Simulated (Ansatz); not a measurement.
**AlHBr (SMILES [AlH][Br]): the energy, rung by rung**

AlHBr has 3 atoms, charge 0, and is taken as a doublet. SMILES: `[AlH][Br]`. The coordinates come from a PBE0-D4/def2-TZVP relaxation.

```xyz
3

Al   -0.2967   -0.6280   -0.2391
Br    1.5845    0.0086    0.8711
H    -1.2989    0.5546   -0.6453
```

Each level gives the energy change with the Al1–Br2 bond stretched from 2.275 to 5.688 Å (eV). The values are calculated.

```json
{"level": "UBLYP/STO-3G", "kind": "GGA", "program": "Ansatz", "value (eV)": "3.53", "less FCI/STO-3G": "+0.15", "CPU time (all runs)": "16 s"}
{"level": "UBHLYP/STO-3G", "kind": "global hybrid", "program": "Ansatz", "value (eV)": "3.90", "less FCI/STO-3G": "+0.52", "CPU time (all runs)": "9 s"}
{"level": "UPBE0/STO-3G", "kind": "global hybrid", "program": "Ansatz", "value (eV)": "4.01", "less FCI/STO-3G": "+0.63", "CPU time (all runs)": "9.4 s"}
{"level": "U-wB97X/STO-3G", "kind": "range-separated hybrid", "program": "Ansatz", "value (eV)": "3.96", "less FCI/STO-3G": "+0.58", "CPU time (all runs)": "79 s"}
{"level": "UCAM-B3LYP/STO-3G", "kind": "range-separated hybrid", "program": "Ansatz", "value (eV)": "3.97", "less FCI/STO-3G": "+0.59", "CPU time (all runs)": "13 s"}
{"level": "UCCSD/STO-3G", "kind": "coupled cluster or CI", "program": "Ansatz", "value (eV)": "3.35", "less FCI/STO-3G": "-0.03", "CPU time (all runs)": "1.8 s"}
{"level": "UCCSDT(Q)/STO-3G", "kind": "coupled cluster or CI", "program": "Ansatz", "value (eV)": "3.38", "less FCI/STO-3G": "0.00", "CPU time (all runs)": "12 s"}
{"level": "UCCSDT/STO-3G", "kind": "coupled cluster or CI", "program": "Ansatz", "value (eV)": "3.38", "less FCI/STO-3G": "0.00", "CPU time (all runs)": "5.7 s"}
{"level": "FCI/STO-3G", "kind": "exact in the basis", "program": "Ansatz", "value (eV)": "3.38", "less FCI/STO-3G": "0.00", "CPU time (all runs)": "3.5 s"}
```

FCI/STO-3G is exact within its basis and frozen core, so for wave-function methods in that basis the difference is their error; functionals converge differently with the basis, so for them it is only a difference. All-electron rows without a relativistic Hamiltonian named are non-relativistic. The first shape isn't each level's own minimum. The values span 3.35 to 4.01 eV. All rows use very small basis sets, so none should be taken for the real molecule's value. In the correlated wave-function rows the outer d shell of Br is correlated, in sets not made for it. CPU times are rough (shared hosts, several kinds of processor and program).
